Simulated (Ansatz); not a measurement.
Consider the substitution at a C–Mg bond: `C[CH2][Mg][CH3]` + `C[NH][GaH][CH3]` → `CC[N](C)[GaH][CH3]` + `[CH3][MgH]`.

Computed with Ansatz on PBE0-D4/def2-TZVP structures; ΔE is electronic, products minus reactants. CCSD(T)/CBS is the MP2 limit (def2-TZVPP, def2-QZVPP) plus CCSD(T) − MP2 in def2-TZVPP, frozen cores. Functionals use def2-TZVPP. B3LYP here is the variant with VWN-RPA as its local correlation; programs differ in this. HSE06 is defined as in plane-wave codes. For Ga, Mg outer-core shells are correlated without core-valence functions, which leaves a few kJ/mol of doubt a bond. Scalar relativity is left out up to krypton. One conformer a species, not always the lowest.

```csv
level,ΔE (kJ/mol),difference from CCSD(T)/CBS
PBE0-D4,21.5,-8.4
r2SCANh-D4,22.9,-7.0
HSE06-D4,22.3,-7.6
BHLYP-D4,17.8,-12.1
ωB97X-V,17.9,-12.0
r2SCAN,25.8,-4.1
B3LYP,34.5,4.6
HF/def2-SVP,13.7,-16.2
MP2/def2-SVP,12.4,-17.5
CCSD/def2-TZVPP,22.6,-7.3
CCSD(T)/CBS,29.9,0
```

Largest T1 diagnostic among the species: 0.013.

From BLYP to BHLYP (50 % exact exchange), in def2-TZVPP and without D4, ΔE moves by −10.5 kJ/mol. At CCSD(T), def2-SVP lies −21.7 kJ/mol from the extrapolated value and def2-TZVPP −8.8 kJ/mol. The D4 term adds −14.2 kJ/mol with B3LYP and −8.1 kJ/mol with PBE0; it sums over pairs of atoms, weighted by their polarisabilities, and B3LYP, whose exchange is more repulsive, gets the larger term.
